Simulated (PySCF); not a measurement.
ZrF4, SMILES [F][Zr]([F])([F])[F], multiplicity 1.

Geometry: B3LYP-D3(BJ)/def2-SVP. The spin state was assumed, not searched. The isomer is the one that the SMILES or the coordinates give; other isomers of the formula were not compared. The def2 effective core potentials stand for the cores of Zr; spin–orbit coupling is left out.

Computed with B3LYP-D3(BJ)/def2-SVP (PySCF 2.14.0).

Frequencies are harmonic and unscaled.

Modes within 1.5 cm⁻¹ of each other (mostly degenerate sets) share a row, with their intensities summed.

```tsv
mode	ν (cm⁻¹)	IR (km/mol)	moving atoms (share of kinetic energy)
1–2	157	0.0	F 100 %
3–5	169	89.4	F 79 %, Zr 21 %
6	680	0.0	F 100 %
7–9	704	539.5	F 76 %, Zr 24 %
```
